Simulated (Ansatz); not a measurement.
Relaxation of the cluster K₂Se with RKS r2SCAN-D4/def2-TZVP.

```sh
$ ansatz run in.yaml --threads 4 --pin off --events-out ev --progress --plain --max-ram 3916MiB
```

```yaml
crystal:
  periodic: [false, false, false]
  atoms:
    - {symbol: K, position_ang: [0.603810, -1.458880, 1.167570]}
    - {symbol: K, position_ang: [-1.279930, 1.489410, 0.049560]}
    - {symbol: Se, position_ang: [0.676120, -0.030540, -1.217130]}
basis:
  gaussian: {orbitals: def2-TZVP}
hamiltonian: {xc: r2scan, dispersion: d4}
scf: {lower_state_search: "off"}
output: {orbitals: {seedname: orbitals}}
relax: {f_tol: 0.02, max_steps: 100}
```

Hardware: 4 threads of Intel Xeon on a shared host. Wall time 37 s.

Positions (Å) and forces (eV/Å) at steps 1, 2, 3, 4, 5, 7, 10, 11 of 11:

```xyz
3
step=1 energy=-97998.3305 eV
K     0.604   -1.459    1.168    0.339   -0.776    0.588
K    -1.280    1.489    0.050   -0.655    0.785   -0.011
Se    0.676   -0.031   -1.217    0.316   -0.009   -0.577
3
step=2 energy=-97998.5810 eV
K     0.712   -1.615    1.211    0.226   -0.332    0.100
K    -1.371    1.644   -0.025   -0.196    0.329   -0.152
Se    0.659   -0.029   -1.186   -0.030    0.002    0.052
3
step=3 energy=-97998.7036 eV
K     0.832   -1.768    1.226    0.122   -0.096   -0.078
K    -1.444    1.795   -0.125    0.004    0.090   -0.149
Se    0.611   -0.027   -1.101   -0.126    0.006    0.227
3
step=4 energy=-97998.7740 eV
K     0.961   -1.914    1.217    0.043    0.028   -0.125
K    -1.501    1.938   -0.245    0.082   -0.033   -0.102
Se    0.540   -0.024   -0.972   -0.126    0.006    0.226
3
step=5 energy=-97998.8172 eV
K     1.083   -2.033    1.174    0.020    0.000   -0.038
K    -1.526    2.052   -0.376    0.022   -0.002   -0.037
Se    0.443   -0.020   -0.798   -0.042    0.002    0.076
3
step=7 energy=-97998.8356 eV
K     1.234   -2.166    1.102    0.010   -0.014    0.003
K    -1.542    2.180   -0.547   -0.008    0.014   -0.008
Se    0.308   -0.014   -0.555   -0.003    0.000    0.005
3
step=10 energy=-97998.8379 eV
K     1.329   -2.239    1.039    0.000    0.001   -0.001
K    -1.538    2.248   -0.663    0.001   -0.001    0.000
Se    0.209   -0.009   -0.376   -0.001    0.000    0.002
3
step=11 energy=-97998.8380 eV
K     1.339   -2.246    1.030    0.000    0.001   -0.001
K    -1.536    2.254   -0.677    0.001   -0.001    0.000
Se    0.196   -0.009   -0.354    0.000    0.000    0.001
```

The structure comes from a short search, and lower isomers may exist.
